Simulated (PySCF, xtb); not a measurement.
Si(F)4(OH2)2 (F₄H₄O₂Si), SMILES O->[Si](<-O)(F)(F)(F)F (connectivity only; charge and spin as stated), neutral, multiplicity 1.

The structure is a stationary point at PBE0-D3(BJ)/def2-SVP. The values are those of a single conformer.

Computed with IEF-PCM-B3LYP/def2-SVP run with PySCF 2.14.0.

The values are the electrostatic part of the solvation free energy, E(continuum) − E(gas) at the gas-phase geometry, in a cavity of scaled van der Waals radii (PySCF's table); cavitation and dispersion terms are not included. In vacuum the orbital gap is 9.72 eV. The dipole moment in vacuum is 4.81 D.

Computed values in water (ε = 78.36), 2-propanol (ε = 19.26), ethanol (ε = 24.85):
| solvent | ε | ΔG(elec) (kcal/mol) | dipole (D) | gap (eV) |
|---|---|---|---|---|
| water | 78.36 | -19.3 | 5.41 | 10.78 |
| 2-propanol | 19.26 | -18.1 | 5.38 | 10.73 |
| ethanol | 24.85 | -18.4 | 5.39 | 10.74 |

For comparison, GFN2-xTB/ALPB(water) (xtb, at the GFN2-xTB geometry, all terms of that model) gives -20.2 kcal/mol.
